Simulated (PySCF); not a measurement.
PySCF input for C2H14Si4, SMILES C([SiH3])(C([SiH3])[SiH3])[SiH3], PBE0/pcSseg-1. The structure is a stationary point at ωB97X-D3(BJ)/def2-SVP. The values are those of a single conformer.

```python
import numpy as np
from pyscf import gto, scf, dft
from pyscf.prop.nmr import rks as nmr

mol = gto.M(
    atom='''
    Si   -0.72361629    2.12777543    0.91105568
    C     0.39601718    0.67102337    0.47451255
    Si    1.36379358    1.05991063   -1.10119018
    C    -0.39601720   -0.67102338    0.47451254
    Si    0.72361627   -2.12777543    0.91105570
    Si   -1.36379356   -1.05991064   -1.10119021
    H     0.08178492    3.37626194    1.05587484
    H    -1.75617872    2.34377001   -0.14328371
    H    -1.41893852    1.83944348    2.20192812
    H     1.15403144    0.66217193    1.28318626
    H     2.20428726    2.26740307   -0.85262876
    H     0.42130128    1.35806984   -2.22004114
    H     2.24487215   -0.07128804   -1.51022783
    H    -1.15403145   -0.66217194    1.28318624
    H    -0.08178494   -3.37626194    1.05587484
    H     1.41893847   -1.83944347    2.20192815
    H     1.75617872   -2.34377001   -0.14328366
    H    -0.42130123   -1.35806984   -2.22004114
    H    -2.24487211    0.07128804   -1.51022787
    H    -2.20428724   -2.26740308   -0.85262881
    ''',
    basis='pcSseg-1',
    charge=0,
    spin=0,
    max_memory=1600,
    verbose=3,
)
mf = dft.RKS(mol, xc='pbe0').density_fit(auxbasis='def2-universal-jkfit')
mf.grids.level = 3
mf.conv_tol = 1e-10
mf.max_cycle = 100
mf.kernel()
n = nmr.NMR(mf)
n.verbose = 2
n.max_cycle_cphf = 60
sigma = n.kernel()
print('atom   isotropic/ppm   span/ppm')
for i, s in enumerate(sigma):
    w = np.linalg.eigvalsh((s + s.T) / 2)
    print(f'{mol.atom_symbol(i):2s}{i + 1:3d} {w.mean():14.3f} {w[2] - w[0]:11.3f}')
```

Output:

```
converged SCF energy = -1241.92589681978
atom   isotropic/ppm   span/ppm
Si  1        410.706     113.577
C   2        186.501      43.687
Si  3        422.238      73.770
C   4        186.501      43.687
Si  5        410.706     113.577
Si  6        422.238      73.770
H   7         27.264       9.881
H   8         27.124       8.153
H   9         27.351       9.178
H  10         30.928      12.232
H  11         27.494       9.396
H  12         27.273       7.677
H  13         26.995       9.192
H  14         30.928      12.232
H  15         27.264       9.881
H  16         27.351       9.178
H  17         27.124       8.153
H  18         27.273       7.677
H  19         26.995       9.192
H  20         27.494       9.396
```

Self-consistency was reached.
